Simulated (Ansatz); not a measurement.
Steps of a relaxation of CH$_{7}$BSSi with RKS PBE-D4/def2-SVP.

```sh
$ ansatz run in.yaml --threads 2 --pin off --events-out ev --progress --plain --max-ram 4352MiB
```

```yaml
crystal:
  periodic: [false, false, false]
  atoms:
    - {symbol: B, position_ang: [-0.915900, 1.092200, 0.181200]}
    - {symbol: C, position_ang: [-0.277500, -0.183300, -0.388700]}
    - {symbol: Si, position_ang: [1.461200, -0.258600, 0.196600]}
    - {symbol: S, position_ang: [-1.099600, -1.634600, 0.196100]}
    - {symbol: H, position_ang: [-1.386900, 1.937500, -0.598500]}
    - {symbol: H, position_ang: [-1.068900, 1.325500, 1.332700]}
    - {symbol: H, position_ang: [-0.251600, -0.161000, -1.493600]}
    - {symbol: H, position_ang: [2.170000, -1.460800, -0.318400]}
    - {symbol: H, position_ang: [1.521800, -0.271300, 1.722900]}
    - {symbol: H, position_ang: [2.232200, 0.920100, -0.246800]}
    - {symbol: H, position_ang: [-2.319500, -1.362700, -0.563100]}
basis:
  gaussian: {orbitals: def2-SVP}
hamiltonian: {xc: pbe, dispersion: d4}
relax: {f_tol: 0.03, max_steps: 200}
```

Positions (Å) and forces (eV/Å) along the path, 12 of 15 steps:

```xyz
11
step=1 energy=-20520.3675 eV
B    -0.916    1.092    0.181   -0.965    0.811   -0.812
C    -0.278   -0.183   -0.389    0.287    0.777   -0.931
Si    1.461   -0.259    0.197    1.284   -0.041    1.135
S    -1.100   -1.635    0.196   -2.544   -0.583   -0.631
H    -1.387    1.938   -0.599    0.270   -0.262    0.214
H    -1.069    1.325    1.333    0.103   -0.098    0.820
H    -0.252   -0.161   -1.494    0.140   -0.131   -0.181
H     2.170   -1.461   -0.318    0.039   -0.325   -0.136
H     1.522   -0.271    1.723   -0.104   -0.071   -0.379
H     2.232    0.920   -0.247    0.165    0.480   -0.222
H    -2.320   -1.363   -0.563    1.325   -0.557    1.122
11
step=2 energy=-20520.6381 eV
B    -0.968    1.080    0.154    0.020    0.483   -0.201
C    -0.252   -0.177   -0.415   -0.211    0.561   -0.687
Si    1.508   -0.237    0.218    0.514   -0.198    0.496
S    -1.178   -1.612    0.165   -0.943   -0.515    0.055
H    -1.365    1.961   -0.608   -0.077   -0.220    0.131
H    -1.055    1.272    1.345   -0.070   -0.140    0.163
H    -0.180   -0.174   -1.523    0.032   -0.092   -0.041
H     2.187   -1.465   -0.318    0.051   -0.043   -0.038
H     1.521   -0.292    1.727    0.005    0.024   -0.128
H     2.249    0.980   -0.248   -0.006    0.088   -0.045
H    -2.402   -1.392   -0.477    0.685    0.053    0.295
11
step=3 energy=-20520.7052 eV
B    -0.966    1.094    0.129   -0.181   -0.118    0.135
C    -0.235   -0.163   -0.449    0.104    0.317   -0.167
Si    1.541   -0.252    0.233    0.069   -0.044   -0.072
S    -1.212   -1.576    0.189    0.079   -0.191    0.171
H    -1.440    1.943   -0.612   -0.003   -0.055    0.059
H    -1.099    1.203    1.344    0.107    0.022   -0.206
H    -0.148   -0.199   -1.558   -0.039   -0.057    0.099
H     2.225   -1.477   -0.322    0.006    0.062    0.035
H     1.536   -0.312    1.731   -0.006    0.012    0.025
H     2.257    0.989   -0.238    0.005   -0.075    0.042
H    -2.393   -1.306   -0.427   -0.139    0.126   -0.121
11
step=5 energy=-20520.7585 eV
B    -1.030    1.043    0.124    0.122   -0.117    0.085
C    -0.195   -0.139   -0.473    0.285   -0.132    0.022
Si    1.586   -0.263    0.237   -0.251    0.031   -0.072
S    -1.253   -1.527    0.179   -0.109    0.455   -0.123
H    -1.654    1.814   -0.593   -0.090   -0.186    0.055
H    -1.030    1.192    1.331    0.015    0.084   -0.010
H    -0.139   -0.221   -1.577    0.003    0.047    0.001
H     2.290   -1.481   -0.292   -0.018   -0.056    0.001
H     1.550   -0.306    1.736   -0.022   -0.016    0.023
H     2.347    0.953   -0.212   -0.017    0.030   -0.012
H    -2.409   -1.121   -0.438    0.082   -0.141    0.029
11
step=7 energy=-20520.9083 eV
B    -1.058    0.976    0.143   -0.245   -0.041    0.121
C    -0.123   -0.108   -0.508   -0.026   -0.075   -0.077
Si    1.625   -0.276    0.243   -0.229   -0.002   -0.034
S    -1.309   -1.382    0.182   -0.107    0.611   -0.034
H    -1.933    1.558   -0.541    0.411   -0.432    0.417
H    -0.880    1.252    1.329   -0.081    0.070   -0.333
H    -0.103   -0.208   -1.611    0.048    0.056   -0.010
H     2.323   -1.510   -0.252    0.017   -0.053   -0.003
H     1.541   -0.310    1.743   -0.015   -0.012   -0.021
H     2.410    0.929   -0.194   -0.005    0.017   -0.008
H    -2.427   -0.976   -0.514    0.232   -0.138   -0.019
11
step=8 energy=-20521.0303 eV
B    -1.071    0.935    0.182   -0.255   -0.257    0.039
C    -0.104   -0.089   -0.526    0.176    0.077    0.092
Si    1.628   -0.283    0.232   -0.131    0.015   -0.043
S    -1.354   -1.246    0.251   -0.189    0.515   -0.424
H    -2.021    1.398   -0.459    0.295   -0.050    0.236
H    -0.823    1.282    1.326   -0.029    0.122   -0.149
H    -0.100   -0.185   -1.629   -0.067   -0.067    0.047
H     2.314   -1.543   -0.219    0.015   -0.020   -0.009
H     1.520   -0.287    1.731   -0.002   -0.013   -0.003
H     2.432    0.905   -0.220    0.017   -0.011    0.008
H    -2.354   -0.945   -0.649    0.167   -0.311    0.206
11
step=9 energy=-20521.0293 eV rejected
B    -1.104    0.883    0.242    0.002    0.587   -0.188
C    -0.096   -0.064   -0.527    0.088    0.068    0.036
Si    1.623   -0.285    0.225    0.008   -0.045    0.009
S    -1.397   -1.136    0.288   -0.676   -0.047   -0.885
H    -2.044    1.370   -0.393    0.259   -0.036    0.234
H    -0.735    1.375    1.314   -0.278   -0.316   -0.214
H    -0.123   -0.169   -1.629   -0.099   -0.042    0.073
H     2.304   -1.558   -0.209   -0.007    0.017   -0.013
H     1.504   -0.286    1.724    0.010   -0.007   -0.010
H     2.451    0.890   -0.224    0.000   -0.018    0.014
H    -2.318   -1.078   -0.790    0.693   -0.162    0.944
11
step=11 energy=-20521.0980 eV
B    -1.102    0.941    0.200    0.002   -0.080   -0.021
C    -0.092   -0.038   -0.522    0.055    0.075    0.339
Si    1.633   -0.293    0.221   -0.067    0.050   -0.001
S    -1.363   -1.143    0.292   -0.209    0.082   -0.128
H    -2.035    1.410   -0.435    0.094    0.005    0.065
H    -0.827    1.352    1.315   -0.030   -0.004   -0.045
H    -0.124   -0.165   -1.610   -0.051   -0.039   -0.343
H     2.291   -1.565   -0.245   -0.018    0.011   -0.017
H     1.516   -0.325    1.719    0.012   -0.004    0.001
H     2.471    0.883   -0.203    0.021   -0.021    0.011
H    -2.303   -1.114   -0.711    0.191   -0.075    0.139
11
step=12 energy=-20521.1076 eV
B    -1.110    0.951    0.206   -0.061   -0.004   -0.100
C    -0.096   -0.020   -0.517    0.123    0.073    0.163
Si    1.627   -0.287    0.220    0.010   -0.031   -0.060
S    -1.374   -1.102    0.323   -0.226   -0.065   -0.238
H    -2.030    1.432   -0.432    0.028    0.030    0.028
H    -0.840    1.367    1.319   -0.007   -0.025   -0.015
H    -0.148   -0.162   -1.610   -0.026    0.002   -0.055
H     2.251   -1.569   -0.268    0.007    0.005    0.012
H     1.524   -0.334    1.720   -0.012    0.005   -0.010
H     2.501    0.865   -0.195   -0.014    0.000    0.008
H    -2.239   -1.201   -0.745    0.177    0.011    0.266
11
step=13 energy=-20521.1081 eV
B    -1.122    0.954    0.199    0.081    0.002    0.139
C    -0.084   -0.013   -0.497   -0.260    0.105   -0.228
Si    1.633   -0.295    0.215    0.147   -0.011    0.056
S    -1.371   -1.101    0.331   -0.039    0.004    0.013
H    -2.026    1.437   -0.457    0.002    0.008   -0.008
H    -0.874    1.374    1.319   -0.030   -0.028   -0.050
H    -0.170   -0.129   -1.596    0.100   -0.060    0.081
H     2.249   -1.580   -0.275   -0.003    0.002   -0.004
H     1.532   -0.344    1.714    0.005    0.002    0.001
H     2.511    0.855   -0.198   -0.007   -0.005    0.000
H    -2.215   -1.216   -0.735    0.003   -0.020    0.000
11
step=14 energy=-20521.1117 eV
B    -1.119    0.954    0.201    0.022    0.005   -0.018
C    -0.090   -0.011   -0.508   -0.036   -0.015    0.017
Si    1.632   -0.291    0.215    0.032   -0.009    0.022
S    -1.377   -1.098    0.332   -0.013    0.013   -0.016
H    -2.020    1.451   -0.447   -0.028   -0.001   -0.010
H    -0.865    1.366    1.319    0.012   -0.009    0.010
H    -0.155   -0.158   -1.602    0.003    0.014   -0.013
H     2.255   -1.571   -0.279   -0.004    0.006   -0.003
H     1.524   -0.347    1.713    0.008    0.004    0.000
H     2.506    0.864   -0.191   -0.004   -0.002   -0.001
H    -2.224   -1.218   -0.731    0.009   -0.003    0.011
11
step=15 energy=-20521.1119 eV
B    -1.118    0.956    0.199   -0.008   -0.008    0.000
C    -0.091   -0.012   -0.508   -0.006   -0.001    0.017
Si    1.632   -0.292    0.218    0.002    0.003   -0.011
S    -1.380   -1.096    0.330    0.007   -0.002   -0.003
H    -2.026    1.448   -0.446    0.006    0.008   -0.004
H    -0.862    1.364    1.318    0.000    0.003    0.004
H    -0.152   -0.155   -1.603    0.002   -0.004   -0.003
H     2.254   -1.572   -0.279   -0.002    0.000    0.005
H     1.532   -0.344    1.717   -0.003   -0.002   -0.004
H     2.504    0.863   -0.193    0.000    0.001   -0.001
H    -2.227   -1.217   -0.734    0.002    0.001   -0.001
```

Run time 33 s (2 threads of an Arm Neoverse V1 on a shared host); peak host memory 0.15 GiB.
